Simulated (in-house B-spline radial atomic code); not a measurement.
RPA and G0W0 on LDA VWN5: neutral manganese

Configuration [Ar] 3d5 4s2, highest spin, mean-field start LDA VWN5. Computed with an all-electron radial atomic-structure program (B-spline basis): all electrons, non-relativistic, point nucleus, each spin shell either full or empty, empty states to l = 9 with an (l + 1/2)⁻⁴ tail; G0W0 by contour deformation at full frequency.

Command:
```bash
python run_gw.py task.json out
```
Settings (radii: box in bohr, nucleus in fm):
```
Z                        25
electrons                25
configuration            [Ar] 3d5 4s2
hamiltonian              nr
method                   lda,vwn
lmax                     9
spin_polarised           True
box_radius               40
intervals                54
ion_configuration        [Ar] 3d5 4s1
```

Cost of the run: 5.5 s on 1 thread of Arm Neoverse V1 (shared host).

Energies (hartree):

```json
{"term": "mean-field total", "value": "-1148.64409"}
{"term": "Hartree-Fock functional on these orbitals", "value": "-1149.82727"}
{"term": "direct second order", "value": "-2.0723"}
{"term": "second-order exchange", "value": "0.69117"}
{"term": "SOSEX correction", "value": "0.59312"}
```

Problem. What is the RPA correlation energy, and what remains with SOSEX?

Solution. RPA gives -1.697 hartree (-1.85 eV per electron); RPA + SOSEX gives -1.1038, and the second-order doubles -1.3811 hartree (no singles). SOSEX takes back 35 % of the RPA value.

Quasi-particle levels (eV):

```
  level  occupied  mean field  Σx - vxc  Σc  QP weight  G0W0
4s down       yes      -4.588     -1.51   ?          ?     ?
```

G0W0 = mean field + (Σx - vxc) + Σc, with Σc (partial-wave tail included) taken at the quasi-particle energy. Only the outer levels were computed. Levels of low weight are left out.

Problem. Where does G0W0 put 4s down?

Solution. At -7.371 eV, with Σc = -1.28 eV and a quasi-particle weight of 0.802. The tabulated removal energy is 7.434 eV (NIST, measured); the calculation leaves out relativity, Breit and QED terms, and what these don't explain is the method's own error.

Problem. What does it cost to remove one electron (to [Ar] 3d5 4s1) by differences of total energies, each species on its own start (correlation terms add to the Hartree-Fock functional)?

Solution. LDA VWN5 7.488 eV, Hartree-Fock functional 5.784 eV, + RPA 7.827 eV, + RPA + SOSEX 7.279 eV, + second order 8.499 eV. Tabulated: 7.434 eV (NIST, measured); the calculation leaves out relativity, Breit and QED terms, and what these don't explain is the method's own error.
